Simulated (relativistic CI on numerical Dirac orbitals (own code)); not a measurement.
## Ni⁴⁺ in a cubic cluster: L2,3 absorption with charge transfer

Computed with a charge-transfer multiplet model of a cubic metal-ligand cluster with up to 3 ligand holes, Slater and spin-orbit integrals from Dirac-Coulomb-Breit ions, Slater integrals scaled by 0.9. The ground state mixes d6 with configurations of k ligand holes L, whose averages lie at kΔ + k(k − 1)U_dd/2; a core hole lowers each added d electron by U_cd. 20 K, Lorentzian 0.4 eV and Gaussian 0.3 eV FWHM.

Atomic integrals in eV (Slater integrals scaled, ζ unscaled), ground: F2dd 12.773, F4dd 8.015, zeta_d 0.099; with the core hole: F2dd 13.428, F4dd 8.428, zeta_d 0.124, zeta_core 11.400, F2cd 8.116, G1cd 6.273, G3cd 3.570.

Cluster parameters (eV): Δ = -1.3, U_dd = 6.7, 10Dq = 0.4, 10Dq(ligand) = 0.6, V(eg) = 1.2, V(t2g) = -0.6, final-state hopping factor = 0.8.

```csv
Case,n_d,d6,d7L,d8L2,d9L3,S
U_cd = 6.8 eV,6.53,0.49,0.48,0.02,0.00,2.00
U_cd = 8 eV,6.53,0.49,0.48,0.02,0.00,2.00
U_cd = 8.6 eV,6.53,0.49,0.48,0.02,0.00,2.00
U_cd = 9.2 eV,6.53,0.49,0.48,0.02,0.00,2.00
U_cd = 9.8 eV,6.53,0.49,0.48,0.02,0.00,2.00
```

Weights, n_d and S are thermal averages at 20 K. Photon energies count from the first peak over 30 % of the highest in each spectrum, which can be another peak from case to case. The parameters are a model scan and need not match a compound or its usual spin state. Peaks in eV (height, largest 100):
- U_cd = 6.8 eV: -2.0 (29), 0.0 (100), 1.3 (58), 3.9 (16), 17.8 (35), 20.5 (6)
- U_cd = 8 eV: -1.1 (29), 0.0 (67), 1.1 (100), 2.8 (67), 4.9 (24), 19.0 (40), 21.8 (12)
- U_cd = 8.6 eV: 0.0 (30), 1.2 (69), 2.2 (100), 2.9 (84), 3.9 (67), 4.8 (36), 6.0 (30), 6.6 (25), 8.4 (10), 20.2 (43), 23.1 (15)
- U_cd = 9.2 eV: 0.0 (30), 1.1 (70), 2.2 (100), 2.8 (83), 3.8 (63), 5.3 (40), 5.8 (39), 6.9 (28), 9.1 (10), 11.5 (6), 20.1 (42), 22.6 (10), 23.3 (15)
- U_cd = 9.8 eV: 0.0 (31), 1.1 (70), 2.2 (100), 2.8 (85), 3.8 (58), 5.6 (48), 7.7 (27), 9.6 (13), 12.0 (7), 20.1 (42), 22.9 (11), 23.6 (13), 24.3 (14)

Curve for U_cd = 8.6 eV (points under 2 left out, the grid thinned):

| E (eV) | Intensity |
| --- | --- |
| -1.6 | 2.0 |
| -1.1 | 3.3 |
| -0.7 | 6.5 |
| -0.2 | 24.8 |
| 0.3 | 28.4 |
| 0.8 | 40.4 |
| 1.2 | 69.5 |
| 1.7 | 51.8 |
| 2.2 | 100.0 |
| 2.6 | 82.8 |
| 3.1 | 77.8 |
| 3.6 | 53.5 |
| 4.0 | 64.8 |
| 4.5 | 35.4 |
| 5.0 | 35.9 |
| 5.5 | 28.2 |
| 5.9 | 29.0 |
| 6.4 | 25.0 |
| 6.9 | 19.8 |
| 7.3 | 13.2 |
| 7.8 | 10.0 |
| 8.3 | 9.7 |
| 8.7 | 8.7 |
| 9.2 | 5.8 |
| 9.7 | 3.9 |
| 10.2 | 2.8 |
| 10.6 | 3.9 |
| 11.1 | 3.8 |
| 18.2 | 2.7 |
| 18.6 | 3.7 |
| 19.1 | 8.8 |
| 19.6 | 19.7 |
| 20.1 | 41.5 |
| 20.5 | 33.4 |
| 21.0 | 18.9 |
| 21.5 | 6.5 |
| 21.9 | 5.4 |
| 22.4 | 7.5 |
| 22.9 | 13.9 |
| 23.3 | 13.3 |
| 23.8 | 8.7 |
| 24.3 | 5.7 |
| 24.8 | 3.1 |
| 25.2 | 2.3 |
| 25.7 | 2.0 |

For the case U_cd = 8 eV, Δ = -1.3 eV is smaller than U_dd = 6.7 eV, the charge-transfer side of the Zaanen-Sawatzky-Allen scheme (negative Δ: between configuration averages a ligand hole costs less than the nominal valence; multiplet and field energies can change this for the lowest states). With the core hole the configuration with one ligand hole lies at Δ + U_dd − U_cd = -1.4, -2.6, -3.2, -3.8, -4.4 eV from the one without, in the order of the table; where this is negative the screened configuration lies lower, though the effective hopping of about 1.4 eV (from the holes of the mixed ground state) mixes the two strongly wherever it is as large as the gap.
